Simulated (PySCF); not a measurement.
A GIAO shielding run with PySCF 2.14 (density fitting, non-relativistic, gas phase) on `[SiH3]C[Si@]1(Cl)CCCO1`, C$_{4}$H$_{11}$ClOSi$_{2}$:

```
$ OMP_NUM_THREADS=1 python probes_run.py task.json out

{"job": {"kind": "nmr", "xc": "PBE0", "basis": "pcSseg-1"}, "charge": 0, "multiplicity": 1}
Si    -3.045730     2.399878     2.122202
C     -1.725316     2.404638     0.772560
Si    -0.154932     3.297064     1.188472
Cl    -0.580406     5.332931     1.244110
C      1.421461     2.976630     0.227263
C      2.446518     3.138895     1.359740
C      1.840564     2.522728     2.625868
O      0.450403     2.798871     2.664691
H     -3.395255     3.798914     2.506864
H     -4.276998     1.719769     1.612900
H     -2.557228     1.664959     3.325340
H     -2.155576     2.860668    -0.135288
H     -1.468896     1.358810     0.529143
H      1.407193     1.938665    -0.150237
H      1.607169     3.644189    -0.625151
H      3.420907     2.680854     1.126105
H      2.626914     4.213435     1.531167
H      1.987113     1.426316     2.630597
H      2.314067     2.922295     3.536823
```

Hardware: 1 thread of an Intel Xeon 6975P-C, shared host. The job also computes population analyses, field gradients, ring-centre shieldings.

Question: How large is the calculation?

Answer: 88 electrons, 212 basis functions and 1170 auxiliary functions.

Question: How long does it take, and how much memory does it need?

Answer: 31 s of wall time, with 13 SCF cycles and 4 response iterations; peak memory 0.99 GiB. Times on a shared host scatter by some tens of per cent.

Question: And these other runs on the same molecule and hardware: GIAO shielding at HF/pcSseg-1?

Answer: HF/pcSseg-1: 212 functions, 15 s.
